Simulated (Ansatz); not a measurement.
Consider the redistribution: `F[CH]([GaH2])[SiH2]Cl` + `CCO[SiH3]` → `CC[O][GaH2]` + `FC([SiH3])[SiH2]Cl`.

Computed with Ansatz on PBE0-D4/def2-TZVP structures; ΔE is electronic, products minus reactants. CCSD(T)/CBS is the MP2 limit (def2-TZVPP, def2-QZVPP) plus CCSD(T) − MP2 in def2-TZVPP, frozen cores. DFT in def2-TZVPP. For Ga outer-core shells are correlated without core-valence functions, which leaves a few kJ/mol of doubt a bond. Scalar relativity is left out up to krypton. One conformer a species, not always the lowest.

`F[CH]([GaH2])[SiH2]Cl`:

```xyz
10

F     0.876    0.173   -1.734
C     0.611   -0.135   -0.394
Ga    0.908    1.459    0.774
Si   -1.091   -0.897   -0.214
Cl   -1.276   -2.612   -1.329
H     1.345   -0.891   -0.071
H     0.707    1.295    2.320
H     1.344    2.801    0.102
H    -2.140    0.045   -0.671
H    -1.283   -1.238    1.217
```

`CCO[SiH3]`:

Cartesian coordinates in Å:
```
C -0.922 0.167 -1.682
C -0.602 -0.232 -0.263
O 0.647 0.321 0.108
Si 1.306 0.085 1.593
H -0.153 -0.199 -2.365
H -1.885 -0.251 -1.986
H -0.972 1.254 -1.771
H -0.566 -1.326 -0.175
H -1.385 0.127 0.418
H 1.526 -1.366 1.855
H 0.410 0.611 2.663
H 2.597 0.809 1.605
```

`CC[O][GaH2]`:

Z-matrix (Å, degrees):
```
C
C 1 1.512
H 1 1.093 2 110.0
H 1 1.094 2 111.5 3 119.6
H 1 1.094 2 111.5 3 -119.6
O 2 1.403 1 115.5 3 -180.0
H 2 1.098 1 109.3 3 -58.0
H 2 1.098 1 109.3 3 58.1
Ga 6 1.780 2 131.5 1 0.0
H 9 1.561 6 120.8 2 -0.0
H 9 1.557 6 111.0 2 -179.9
```

`FC([SiH3])[SiH2]Cl`:

```xyz
11

F    -0.393    1.886    0.073
C    -0.120    0.595   -0.406
Si   -1.568   -0.548    0.048
Si    1.547    0.020    0.256
Cl    3.056    1.197   -0.483
H    -0.060    0.652   -1.501
H    -1.620   -0.743    1.519
H    -1.346   -1.857   -0.619
H    -2.836    0.060   -0.425
H     1.772   -1.374   -0.195
H     1.567    0.113    1.733
```

CCSD(T)/CBS gives +25.9 kJ/mol.

Another level gave +25.2 kJ/mol. Which?
A. HF/def2-TZVPP
B. PBE-D4/def2-TZVPP
C. r2SCAN/def2-TZVPP
D. CCSD/def2-TZVPP

D. CCSD/def2-TZVPP 25.2, r2SCAN 20.2, HF/def2-TZVPP 36.2, PBE-D4 15.2 kJ/mol.

Largest T1 diagnostic among the species: 0.014.

In def2-TZVPP, CCSD(T) changes the Hartree–Fock value by −13.9 kJ/mol (the triples alone add −2.9 kJ/mol) and MP2 by −11.9 kJ/mol. From PBE to PBE0 (25 % exact exchange), in def2-TZVPP and without D4, ΔE moves by +5.9 kJ/mol.
